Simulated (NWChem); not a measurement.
System: BSiH3F2; SMILES [SiH3]B(F)F

Task: Give the equilibrium geometry at PBE0/def2-SVP (NWChem) as a Z-matrix, with the point group.

Result: point group C1; any orientation.
```
Si
H 1 1.4928
H 1 1.4950 2 109.52
H 1 1.4963 2 109.09 3 118.26
B 1 2.0354 2 111.23 4 120.24
F 5 1.3187 1 122.71 2 -9.21
F 5 1.3198 6 116.28 1 179.39
```
